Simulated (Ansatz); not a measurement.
BClH2OSi (`ClB1O[SiH2]1`). Charge 0, multiplicity 1. The structure was optimised at the PBE0-D4/def2-TZVP level.

```xyz
6

Cl    1.550    0.192    2.298
B     0.533    0.097    0.908
O    -0.762    0.401    0.733
Si   -0.185   -0.168   -0.819
H    -0.878   -1.401   -1.257
H    -0.259    0.879   -1.863
```

What is the dipole moment at ωB97M-V/def2-TZVPP? (Best estimate.)

Ansatz gave: 1.78 D, with components (0.23, -0.51, -1.69) D in this frame, pointing from negative to positive charge.

And with PBE, r2SCAN, B3LYP? (Best estimate.)

Ansatz gave: PBE 1.46 D, r2SCAN 1.56 D, B3LYP 1.74 D.

Give the Mulliken charges with ωB97M-V, B3LYP, PBE in def2-TZVPP. (Estimate.)

The calculation gave: 
| atom | ωB97M-V | B3LYP | PBE |
| --- | --- | --- | --- |
| Cl1 | -0.09 | -0.11 | -0.10 |
| B2 | 0.20 | 0.25 | 0.18 |
| O3 | -0.29 | -0.28 | -0.21 |
| Si4 | 0.19 | 0.23 | 0.19 |
| H5 | -0.01 | -0.05 | -0.04 |
| H6 | -0.01 | -0.05 | -0.04 |

B3LYP here is the variant with VWN-RPA as its local correlation; programs differ in this.
